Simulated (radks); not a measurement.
These are the eigenvalues of the occupied orbitals of an atom or ion with whole-number occupations (hartree). All-electron calculation, scalar-relativistic Kohn-Sham, SCAN, spin-unpolarised, spherical densities, finite nucleus; meta-GGA in the generalised Kohn-Sham scheme; Fermi nuclear charge, rms radius of each element as measured or else 0.836 A^(1/3) + 0.57 fm. Program: a radial shooting solver on a logarithmic mesh with Libxc functionals.

orbital  eigenvalue
1s        -38.15711
2s         -5.21599
2p         -4.39887

Which element is it, and in what charge state? The configuration may be excited.

Answer. Z = 10, neon, charge +4: Ne4+ in 1s1 2s2 2p3. The list shows which subshells hold electrons but not how many an open one holds; the 1s level, -38.157 hartree, gives Z - s = 8.7 by -(Z - s)^2/2, which with screening and relativity narrows Z to a few neighbours, and the depths of the outer levels then fix element, charge and occupations together.
